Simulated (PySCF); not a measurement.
Species: C4H11FGe.
SMILES with atom numbers: `[CH3:1][C:2]([CH3:3])([CH3:4])[GeH2:5][F:6]` (hydrogens: H7, H8, H9 on C1; H10, H11, H12 on C3; H13, H14, H15 on C4; H16, H17 on Ge5)

Level of theory: core-valence-separated Tamm–Dancoff BHandHLYP/aug-pcX-1 (pcseg-1 on H, def2-SVPD on Ge) in PySCF, non-relativistic, gas phase, PBE0-D3(BJ)/def2-SVP geometry.

Computed carbon K-edge spectrum, Gaussian lines of 0.3 eV full width, highest printed point 100; it ends one width below the last computed root. BHandHLYP without relativity tends to put these K edges a few eV too low, so spacings mean more than positions.

```
photon energy (eV)  absorption
             285.0           0
             285.1           0
             285.2           2
             285.3           8
             285.4          16
             285.5          19
             285.6          13
             285.7           8
             285.8          15
             285.9          31
             286.0          52
             286.1          80
             286.2         100
             286.3          85
             286.4          48
             286.5          25
             286.6          24
             286.7          27
             286.8          22
```

Task: Assign the maxima to core holes.

Result: 3 maxima:
- 285.5 eV: C1/C3 (methyl carbon), 285.50 eV, f = 0.022, sum of 2, 75 % of the height at the exact maximum; C4 (methyl carbon), 285.41 eV, f = 0.008, 25 % of the height at the exact maximum
- 286.2 eV: C1/C3 (methyl carbon), 286.25 eV, f = 0.058, sum of 2, 37 % of the height at the exact maximum; C1/C3 (methyl carbon), 286.13 eV, f = 0.042, sum of 2, 23 % of the height at the exact maximum; C4 (methyl carbon), 286.29 eV, f = 0.034, 19 % of the height at the exact maximum; C4 (methyl carbon), 286.20 eV, f = 0.026, 17 % of the height at the exact maximum
- 286.7 eV: C1 (methyl carbon), 286.71 eV, f = 0.017, 42 % of the height at the exact maximum; C3 (methyl carbon), 286.75 eV, f = 0.015, 34 % of the height at the exact maximum; C4 (methyl carbon), 286.58 eV, f = 0.013, 21 % of the height at the exact maximum

Further lines of some strength in the range: C2, 285.95 eV, f = 0.038.

Roots within 0.03 eV on the same or equivalent atoms count as one line; shares under 12 % aren't listed.

Vibrational structure and lifetime widths aren't in the curve. The ionisation threshold wasn't computed; near and above it a finite basis only mimics Rydberg series and continuum. The BHandHLYP/aug-pcX-1 (pcseg-1 on H, def2-SVPD on Ge) calculation is non-relativistic and has no spin–orbit coupling, an omission that weighs most on germanium.

The values belong to the conformer `[CH3:1][C:2]([CH3:3])([CH3:4])[GeH2:5][F:6]`: C1–C2–Ge5–F6 57°.
